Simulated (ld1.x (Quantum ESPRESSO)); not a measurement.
Transferability test, PAW potential for B

boron (B), PAW, made with ld1.x (Quantum ESPRESSO) 7.5 (PBE, scalar-relativistic). Core [He], reference 2s2 2p1. Waves: 2s (bound): rcut 1.30, rcutus 1.40 bohr; 2s channel at -0.2 Ry: rcut 1.30, rcutus 1.40 bohr; 2p (bound): rcut 2.20, rcutus 2.60 bohr; 2p channel at 1.15 Ry: rcut 2.20, rcutus 2.60 bohr. Local part: all-electron potential smoothed inside 2.45 bohr (lloc = -1). Core correction: Bessel-smoothed model core inside 1.45 bohr. Augmentation charge: BESSEL, radius 1.40 bohr.

Energies are relative to the spin-unpolarised reference configuration 2s2 2p1; without spin polarisation the order of configurations can differ from experiment.

```json
{"valence configuration": "2s2 2p0", "charge": "+1", "ΔE all-electron (eV)": "8.220", "error AE − PS (meV)": "-1.1"}
{"valence configuration": "2s1 2p0", "charge": "+2", "ΔE all-electron (eV)": "33.642", "error AE − PS (meV)": "-12"}
{"valence configuration": "2s2 2p0.5", "charge": "+0.5", "ΔE all-electron (eV)": "2.887", "error AE − PS (meV)": "+0.1"}
{"valence configuration": "2s1 2p2", "charge": "0", "ΔE all-electron (eV)": "5.851", "error AE − PS (meV)": "+1.8"}
{"valence configuration": "2s2 2p1.3", "charge": "-0.3", "ΔE all-electron (eV)": "-0.738", "error AE − PS (meV)": "+0.2"}
{"valence configuration": "2s0 2p3", "charge": "0", "ΔE all-electron (eV)": "11.721", "error AE − PS (meV)": "+0.3"}
{"valence configuration": "2s1 2p1", "charge": "+1", "ΔE all-electron (eV)": "14.361", "error AE − PS (meV)": "-2.2"}
```

Levels in the configuration 2s0 2p3:

| level | all-electron (eV) | pseudo (eV) |
| --- | --- | --- |
| 2p | -4.442 | -4.444 |
